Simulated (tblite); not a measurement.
C7H7O (doublet state).
Bonds: C1–O2, O2–C3, C3–C4 (aromatic), C4–C5 (aromatic), C5–C6 (aromatic), C6–C7 (aromatic), C7–C8 (aromatic), C3–C8 (aromatic). Hydrogens: H9, H10, H11 on C1; H12 on C4; H13 on C6; H14 on C7; H15 on C8.

Computed geometry: GFN2-xTB, gas phase. This method treats the open shell by occupation alone, without spin polarisation.

Some entries are withheld. Bonds in one row agree within 0.01 Å.

| coordinate | value |
| --- | --- |
| C1–O2 | ? |
| O2–C3 | ? |
| C3–C4 | 1.400 Å |
| C4–C5 | 1.363 Å |
| C5–C6 | 1.361 Å |
| C6–C7 | ? |
| C7–C8 | 1.378 Å |
| C3–C8 | ? |
| C1–H9, C1–H10, C1–H11 | 1.093 Å |
| C4–H12 | 1.079 Å |
| C6–H13 | 1.078 Å |
| C7–H14 | 1.080 Å |
| C8–H15 | 1.079 Å |
| C1–O2–C3 | 118.5° |
| O2–C3–C4 | 124.6° |
| O2–C3–C8 | 116.6° |
| C4–C3–C8 | 118.8° |
| C3–C4–C5 | ? |
| C4–C5–C6 | 125.9° |
| C5–C6–C7 | ? |
| C6–C7–C8 | 120.5° |
| C3–C8–C7 | ? |

**Question.** Estimate the withheld lengths and angles.

**Answer.** 
- C1–O2 = 1.406 Å, drawn single (ends: carbon bonded to O and 3 H; oxygen bonded to 2 C); 0.01 Å below the sum of covalent radii, 1.42 Å.
- O2–C3 = 1.361 Å, drawn single (ends: oxygen bonded to 2 C; carbon bonded to 2 C and O); 0.03 Å below the sum of covalent radii, 1.39 Å.
- C6–C7 = 1.396 Å, aromatic (both ends carbon bonded to 2 C and H); 0.06 Å below the sum of covalent radii, 1.46 Å.
- C3–C8 = 1.396 Å, aromatic (ends: carbon bonded to 2 C and O; carbon bonded to 2 C and H); 0.06 Å below the sum of covalent radii, 1.46 Å.
- C3–C4–C5 = 117.4°, at the carbon bonded to 2 C and H, inside a 6-membered ring; the outer atoms are 2.360 Å apart.
- C5–C6–C7 = 116.3°, at the carbon bonded to 2 C and H, inside a 6-membered ring; the outer atoms are 2.342 Å apart.
- C3–C8–C7 = 121.1°, at the carbon bonded to 2 C and H, inside a 6-membered ring; the outer atoms are 2.415 Å apart.

Radii are Cordero's, carbon taken as 0.76, 0.73 or 0.69 Å for four, three, and two or fewer neighbours.

Its GFN2-xTB frequencies are all real (lowest 88 cm⁻¹). Torsions: C1–O2–C3–C4 0°. 2 starts were optimised and ended at 0.00 and 0.25 kcal/mol (GFN2-xTB); the lowest of these is shown.

One conformer stands for the species.
